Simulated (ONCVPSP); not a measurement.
**What one change does to a pseudopotential (Fe, ONCV)**

ONCVPSP 4.0.1 input, shortened (lines: element, Z, core and valence counts, functional; n l f; lmax; l rc ep ncon nbas qcut; lloc lpopt rc5 dvloc0; l nproj debl; icmod fcfact rcfact), PBE, fully relativistic:

```
  Fe 26.00    5    2        4      upf
    1    0    2.00
    2    0    2.00
    2    1    6.00
    3    0    2.00
    3    1    6.00
    3    2    6.00
    4    0    1.00
    2
    0    2.30    0.00    5    9    2.80
    1    2.00    0.19    4    9    4.80
    2    1.90    0.00    4    8    6.70
    4    5    1.55   -1.00
    0    2    3.80
    1    2    1.80
    2    2    3.20
    1    0.55    0.00
```

Open shells are filled in proportion to 2j + 1.

In the p channel the program set the typed energies aside and used 0.050, 1.850 Ha (j = l + 1/2; the other j can differ).

All-electron outer shells of the reference configuration (PBE, scalar-relativistic, ld1.x):

| shell | level (eV) | outermost node (bohr) | outermost maximum (bohr) |
| --- | --- | --- | --- |
| 3p | -68.58 | 0.30 | 0.72 |
| 3d | -15.96 | – | 0.71 |
| 4s | -12.33 | 1.00 | 2.29 |

Change: scalar-relativistic.

Cutoffs: the cutoffs (Ha) at which the residual kinetic energy of the hardest occupied pseudo-wave falls to 1 and 0.1 mHa per electron; they do not see the model core or the augmentation charge, which bear on the density cutoff. Errors are all-electron minus pseudo energies relative to the spin-unpolarised reference configuration.

**Question.** What does the change do?

**Answer.** The potential gets neither clearly harder nor softer (23 Ha and 62 Ha → 23 Ha and 62 Ha); the bound ghost in p disappears; of the 4 tests that both files solve, the error grows in 1 and shrinks in 1 by more than 15 % and 0.3 meV (median size 7.2 → 7.8 meV).

```tsv
quantity	base	changed
cutoff, loose	23 Ha	23 Ha
cutoff, tight	62 Ha	62 Ha
loose cutoff by channel	s 5.5 Ha, d 23 Ha	s 5.5 Ha, d 23 Ha
bound ghosts	p1/2	none
GHOST(+) flags under 300 eV	s at 65.9 eV, p3/2 at 88.7 eV	s at 65.9 eV, p at 89.3 eV
error for 3d6 4s2, meV [ΔE -8.73 eV]	-2.4	-1.5
error for 3d6 4s0, meV [ΔE 16.20 eV]	-12	-13
error for 3d5 4s0, meV [ΔE 50.43 eV]	+35	+32
error for 3d6.5 4s1.5, meV [ΔE -9.46 eV]	+1.9	+2.2
s: phases at 2.33 bohr within 0.05 rad from the reference energy up to (Ha; the scan ends near 5)	2.0	2.0
rms error of d²Exc/dni dnj with the model core, mHa	3.60	1.82
```

Base: The cutoffs count occupied waves only; projector 2 of the p channel, the hardest unoccupied one, needs 75 Ha at the loose tolerance. Changed file: The cutoffs count occupied waves only; projector 2 of the p channel, the hardest unoccupied one, needs 74 Ha at the loose tolerance. A true bound ghost makes a file unfit for plane-wave use even where its test errors are small: the radial tests pick states by their node count and pass the ghost by.
